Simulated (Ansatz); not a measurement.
Input and output for BH$_{6}$NSi$_{2}$, SMILES `B1N[SiH2][SiH2]1`.

```yaml
crystal:
  periodic: [false, false, false]
  atoms:
    - {symbol: B, position_ang: [-0.933912, 0.884081, -0.275458]}
    - {symbol: N, position_ang: [0.302708, 1.125844, -0.561788]}
    - {symbol: Si, position_ang: [1.152576, -0.331907, 0.035388]}
    - {symbol: Si, position_ang: [-0.900485, -0.819826, 0.699327]}
    - {symbol: H, position_ang: [-1.828776, 1.620207, -0.616081]}
    - {symbol: H, position_ang: [0.596598, 1.871772, -1.159372]}
    - {symbol: H, position_ang: [2.207451, 0.042430, 0.978903]}
    - {symbol: H, position_ang: [1.948721, -0.974332, -1.093065]}
    - {symbol: H, position_ang: [-1.487494, -2.088991, 0.011309]}
    - {symbol: H, position_ang: [-1.232960, -0.978304, 2.025508]}
basis:
  gaussian: {orbitals: ANO-RCC-VTZP}
hamiltonian: {xc: {name: HSE06}}
accuracy: high
output: {forces: true}
```

```sh
$ ansatz run in.yaml --threads 2 --pin off --events-out ev --progress --plain --max-ram 4352MiB
```

Shortened log:

```
Functional definition: HSE06
3983 factors; integrals over basis functions are off by at most 3.6e-9 eV
162 factors; integrals over basis functions are off by at most 1.2e-9 eV
mean field evaluation 1: about -18037.4661 eV, gradient 6.0e1 eV
mean field evaluation 2: about -18021.1036 eV, gradient 9.8e1 eV
mean field evaluation 4: about -18044.8147 eV, gradient 5.7e0 eV
mean field evaluation 8: about -18045.0676 eV, gradient 3.0e-1 eV
mean field evaluation 16: about -18045.0678 eV, gradient 3.7e-5 eV
mean field -18045.06780936 eV, -663.1440106078 hartree, gradient 1.9e-8 eV, S^2 0.000000; 0 other end points of the search recorded, 0 dependent functions left out
reference -18045.06781556 eV, -663.1440108356 hartree; 23, 23 occupied and 189, 189 virtual orbitals, 3983 factors
Total energy: -18045.06781556 eV, -663.1440108356 hartree
Relativity: scalar
Atom 0 at    -0.933912     0.884081    -0.275458 Å, force    -6.119935     0.513824     0.659322 eV/Å
Atom 1 at     0.302708     1.125844    -0.561788 Å, force     5.178134     0.151201    -1.168243 eV/Å
Atom 2 at     1.152576    -0.331907     0.035388 Å, force     2.045921     0.330235    -0.996388 eV/Å
Atom 3 at    -0.900485    -0.819826     0.699327 Å, force    -1.269045    -2.244409    -1.960284 eV/Å
Atom 4 at    -1.828776     1.620207    -0.616081 Å, force     0.007609    -0.134490     0.073775 eV/Å
Atom 5 at     0.596598     1.871772    -1.159372 Å, force     0.375246     0.383955    -0.122483 eV/Å
Atom 6 at     2.207451     0.042430     0.978903 Å, force     0.341746     0.168011     0.449844 eV/Å
Atom 7 at     1.948721    -0.974332    -1.093065 Å, force    -0.479278     0.033904     0.293982 eV/Å
Atom 8 at    -1.487494    -2.088991     0.011309 Å, force     0.346440     0.885105     0.273826 eV/Å
Atom 9 at    -1.232960    -0.978304     2.025508 Å, force    -0.426837    -0.087337     2.496649 eV/Å
Dipole moment:     0.175908     0.150524    -0.081493 e Å
```

Hardware: 2 threads of an Arm Neoverse V1 on a shared host. Wall time 6.8 min, peak host memory 1.7 GiB.
